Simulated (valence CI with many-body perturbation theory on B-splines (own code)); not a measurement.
# Au³⁸⁺: key properties

Computed by configuration interaction combined with many-body perturbation theory (CI+MBPT): five valence electrons over a frozen Dirac-Fock core [Kr], a basis of 7 s, 7 p, 8 d, 6 f, 4 g, 1 h functions for each j, with the one-electron correlation potential Σ1 (screened to all orders), the two-electron term Σ2, the three-electron term Σ3, Breit, model QED; selected single and double excitations, second order for the rest (own B-spline code, finite nucleus).

No measured spectrum was set against this ion. As an estimate, large intervals hold to a few tenths of a per cent, small ones and those within an open d or f shell to about a per cent. Only levels of the ground parity were solved; by the run's estimate the other parity begins above the list, which can be wrong where configurations are misplaced.

Levels are named by their leading jj configuration (3d3/2^4 stands for four electrons in 3d with j = 3/2), which in mixed levels can hold well under half, so a name can repeat and another be missing.

Rates and lifetimes use the calculated energies. Strong lines usually hold to 10 to 20 %, long lifetimes can be off by a factor of two.

(1) What is the ground level?

(2) How well does LS coupling describe the low levels?

(3) What is the ionisation energy?

## Answers

(1) (4d3/2^4 4d5/2) J=5/2, composition 26 % 4d5 4P + 24 % 4d5 2D + 16 % 4d5 2F, g = 1.311.

(2) Among the lowest 20 levels the leading LS term, summed over configurations, holds 48 % on average. For single configurations the figures are 48 % in LS and 96 % in jj coupling. Terms mix most in the J = 5/2 level at 0 cm⁻¹, where the leading one holds 26 %.

(3) 1759.8 eV; NIST lists 1758 ± 4 eV (theoretical).
